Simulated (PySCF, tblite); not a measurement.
Isomers of C5H3F3P2, one GFN2-xTB conformer each. Single-point energies are computed at PBE0/pcSseg-1 (PySCF, gas phase, no added dispersion term), electronic only.

```csv
SMILES,GFN2-xTB relative energy (kJ/mol)
FC(F)(F)c1cpccp1,0.5
FC(F)(F)c1ccpcp1,0.0
```

Problem. What does PBE0/pcSseg-1 give for the same structures?

Solution. 
| SMILES | PBE0/pcSseg-1 E (Eh) | PBE0/pcSseg-1 (kJ/mol) | GFN2-xTB (kJ/mol) | point group |
| --- | --- | --- | --- | --- |
| FC(F)(F)c1ccpcp1 | -1173.71903 | 0.0 | 0.0 | Cs |
| FC(F)(F)c1cpccp1 | -1173.71501 | 10.6 | 0.5 | Cs |

Both levels put the same isomer lowest. 

Problem. Which frontier levels, dipoles and rotational constants go with these structures?

Solution. 
| SMILES | HOMO (eV, PBE0/pcSseg-1) | LUMO (eV) | dipole (D) | A, B, C (MHz) |
| --- | --- | --- | --- | --- |
| FC(F)(F)c1ccpcp1 | -7.93 | -2.73 | 2.25 | 2071, 660.4, 548.3 |
| FC(F)(F)c1cpccp1 | -7.60 | -2.90 | 2.82 | 1765, 734.5, 570.0 |

Problem. What happens when harmonic zero-point energies from GFN2-xTB frequencies are added?

Solution. 
| SMILES | ZPE (kJ/mol) | electronic (kJ/mol) | with ZPE (kJ/mol) |
| --- | --- | --- | --- |
| FC(F)(F)c1ccpcp1 | 182.0 | 0.0 | 0.0 |
| FC(F)(F)c1cpccp1 | 181.6 | 10.6 | 10.2 |

The zero-point energies span 0.4 kJ/mol. The order is unchanged.

Problem. As an exercise, what shares would exp(−E/RT) give at 500 K from these electronic energies alone (no entropy, no degeneracies)?

Solution. RT = 4.157 kJ/mol: FC(F)(F)c1ccpcp1 92.7 %, FC(F)(F)c1cpccp1 7.3 %.
